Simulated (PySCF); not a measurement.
Compound: C3H10N2Si.
Numbering: `[NH2:1][SiH2:2][NH:3][CH:4]1[CH2:5][CH2:6]1` (hydrogens: H7, H8 on N1; H9, H10 on Si2; H11 on N3; H12 on C4; H13, H14 on C5; H15, H16 on C6)

Geometry (PBE0-D3(BJ)/def2-SVP, Å), atoms numbered from 1 in this order:
```xyz
16
C3H10N2Si angstrom
N      2.9773   -0.6174    0.0871
Si     1.5421    0.2871   -0.2306
N      0.2159   -0.6230    0.4034
C     -1.0069   -0.1149    0.9235
C     -2.2996   -0.4160    0.2167
C     -1.7338    0.9711    0.1843
H      3.7690   -0.5484   -0.5411
H      3.2711   -0.8197    1.0358
H      1.4215    1.6492    0.3855
H      1.5723    0.4801   -1.7195
H      0.2828   -1.6351    0.3844
H     -1.0790   -0.0557    2.0200
H     -2.2263   -1.0076   -0.6997
H     -3.1915   -0.6093    0.8186
H     -2.2209    1.7558    0.7682
H     -1.2990    1.3168   -0.7578
```

Level: CAM-B3LYP/def2-SVPD in PySCF, non-relativistic, on one gas-phase PBE0-D3(BJ)/def2-SVP geometry that isn't relaxed in the solvent. The solvent is an IEF-PCM continuum (Bondi radii, 1.10 Å for H, scaled by 1.2), and excitations are vertical TDDFT with non-equilibrium linear response and a frozen core. The model holds no explicit solvent molecules, cavitation or dispersion.

Gas-phase singlets (H = HOMO, L = LUMO):

```tsv
state	E (eV)	λ (nm)	f	leading configuration
S1	6.293	197	0.023	H→L 72%
S2	6.542	190	0.014	H-1→L 37%
S3	6.785	183	0.023	H-1→L 47%
S4	7.129	174	0.029	H→L+2 67%
S5	7.219	172	0.017	H→L+3 68%
```

Question: How does the list change in chloroform (ε = 4.711)?

Answer: 
| state | E (eV) | λ (nm) | f | leading configuration | change by rank (eV) |
| --- | --- | --- | --- | --- | --- |
| S1 | 6.333 | 196 | 0.027 | H→L 74% | +0.040 |
| S2 | 6.606 | 188 | 0.019 | H→L+1 37% | +0.064 |
| S3 | 6.835 | 181 | 0.032 | H-1→L 53% | +0.050 |
| S4 | 7.124 | 174 | 0.026 | H→L+2 67% | -0.005 |
| S5 | 7.258 | 171 | 0.035 | H→L+3 51% | +0.039 |

Question: Give the list for dimethylsulfoxide (ε = 46.83), n² = 2.19.

Answer: 
| state | E (eV) | λ (nm) | f | leading configuration | change by rank (eV) |
| --- | --- | --- | --- | --- | --- |
| S1 | 6.352 | 195 | 0.026 | H→L 75% | +0.059 |
| S2 | 6.636 | 187 | 0.019 | H→L+1 37% | +0.094 |
| S3 | 6.861 | 181 | 0.033 | H-1→L 57% | +0.076 |
| S4 | 7.125 | 174 | 0.025 | H→L+2 62% | -0.004 |
| S5 | 7.287 | 170 | 0.037 | H→L+4 45% | +0.068 |

Question: The ground-state energy changes by -0.172 eV from gas to dimethylsulfoxide. By how much does the total energy of gas-phase S1 change?

Answer: E(S1) = E(S0) + excitation energy, so it changes by -0.172 + 0.059 = -0.113 eV: it is lowered less than the ground state, which is what a blue shift means. This is the vertical state, with the slow part of the continuum still set for S0.

Question: How do the frontier levels move from gas to dimethylsulfoxide?

Answer: 
| orbital | gas (eV) | solvent (eV) | change (eV) | Löwdin shares, gas | Löwdin shares, solvent |
| --- | --- | --- | --- | --- | --- |
| LUMO+2 | 1.95 | 2.00 | +0.05 | H16 14 %, Si2 12 %, C6 12 %, H9 9 % | Si2 12 %, H9 10 %, H11 10 %, H16 10 % |
| LUMO+1 | 1.75 | 1.84 | +0.09 | C5 17 %, C6 13 %, H14 8 %, H15 8 % | C6 18 %, C5 12 %, H16 10 %, Si2 9 % |
| LUMO | 1.21 | 1.33 | +0.12 | Si2 38 %, H7 15 %, N1 13 %, H8 13 % | Si2 44 %, H7 11 %, N1 11 %, H8 9 % |
| HOMO | -7.95 | -7.94 | +0.01 | N3 47 %, Si2 9 %, C4 9 %, C5 9 % | N3 47 %, C5 9 %, C4 9 %, Si2 9 % |
| HOMO-1 | -8.90 | -8.88 | +0.02 | N1 61 %, Si2 12 %, H9 6 %, H7 6 % | N1 62 %, Si2 12 %, H7 6 %, H8 6 % |
| HOMO-2 | -9.51 | -9.45 | +0.06 | C4 32 %, C6 21 %, C5 17 %, N3 10 % | C4 32 %, C6 21 %, C5 16 %, N3 10 % |
| HOMO-3 | -10.31 | -10.30 | +0.01 | C5 23 %, C6 23 %, Si2 11 %, H10 10 % | C5 25 %, C6 24 %, C4 10 %, Si2 9 % |

The HOMO–LUMO gap goes from 9.16 to 9.26 eV. Rows go by rank; for LUMO+1 and LUMO+2 the atom shares or the degeneracy differ between the runs, so the row needn't follow one orbital.
